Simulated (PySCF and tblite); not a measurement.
The numbers below are computed, except where a source is named.
System: C8H8, numbered as in [CH:1]1=[CH:2]\[CH:3]=[CH:4]/[CH:5]=[CH:6]\[CH:7]=[CH:8]/1.

Motion: inversion of the 8-membered ring (1–2–3–4–5–6–7–8). GFN2-xTB gives an electronic barrier of 11.2 kcal/mol.

Question: What does PBE0/pcSseg-1 + D3(BJ), IEF-PCM tetrahydrofuran give on GFN2-xTB geometries?

Answer: A barrier of 11.2 kcal/mol, 0.1 below the tight-binding barrier (from unrounded values) and, with GFN2-xTB thermal terms, ΔG‡(298 K) = 12.4 kcal/mol and k = 5060 s⁻¹ (1 equivalent path).

Programs: tblite and PySCF.
